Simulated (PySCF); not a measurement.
Sn(H)2(vinyl)(OH) (C₂H₆OSn), SMILES C=[CH][SnH2][OH].

Geometry optimised at PBE0-D3(BJ)/def2-SVP. The structure was generated by enumeration; whether it is a known compound was not checked. The def2 effective core potentials stand for the cores of Sn; spin–orbit coupling is left out. One conformer was computed; it need not be the lowest.

Computed with PBE0-D3(BJ)/def2-SVP (PySCF).

Frequencies are harmonic and unscaled.

| mode | ν (cm⁻¹) | IR (km/mol) | Raman (Å⁴/amu) | depolarisation | moving atoms (share of kinetic energy) |
|---|---|---|---|---|---|
| 1 | 53 | 7.1 | 6.1 | 0.75 | H 43 %, C 32 %, O 20 % |
| 2 | 94 | 83.1 | 2.6 | 0.74 | H 78 %, O 11 %, C 10 % |
| 3 | 163 | 30.9 | 4.4 | 0.75 | O 43 %, H 30 %, C 17 %, Sn 10 % |
| 4 | 215 | 1.4 | 3.1 | 0.47 | C 52 %, H 42 % |
| 5 | 410 | 38.5 | 10.6 | 0.46 | H 68 %, C 23 % |
| 6 | 475 | 45.8 | 5.8 | 0.75 | H 66 %, C 29 % |
| 7 | 527 | 33.8 | 12.1 | 0.49 | H 54 %, C 37 % |
| 8 | 574 | 12.5 | 18.8 | 0.56 | H 72 %, C 25 % |
| 9 | 611 | 119.4 | 12.9 | 0.17 | O 81 %, Sn 14 % |
| 10 | 664 | 119.0 | 21.1 | 0.72 | H 91 % |
| 11 | 696 | 81.7 | 25.1 | 0.72 | H 97 % |
| 12 | 846 | 98.5 | 3.3 | 0.62 | H 93 % |
| 13 | 991 | 29.4 | 0.3 | 0.73 | H 72 %, C 28 % |
| 14 | 993 | 8.9 | 4.5 | 0.64 | H 86 %, C 14 % |
| 15 | 1036 | 15.0 | 0.1 | 0.34 | H 94 % |
| 16 | 1253 | 7.1 | 13.0 | 0.18 | H 73 %, C 27 % |
| 17 | 1414 | 11.9 | 21.2 | 0.50 | H 85 %, C 15 % |
| 18 | 1675 | 4.0 | 6.6 | 0.06 | C 86 %, H 14 % |
| 19 | 1918 | 186.4 | 242.0 | 0.18 | H 99 % |
| 20 | 1959 | 132.0 | 137.7 | 0.25 | H 99 % |
| 21 | 3130 | 13.1 | 135.8 | 0.19 | H 95 % |
| 22 | 3170 | 4.6 | 148.2 | 0.31 | H 91 %, C 9 % |
| 23 | 3224 | 5.9 | 107.9 | 0.60 | H 89 %, C 11 % |
| 24 | 3901 | 56.4 | 104.6 | 0.25 | H 94 % |
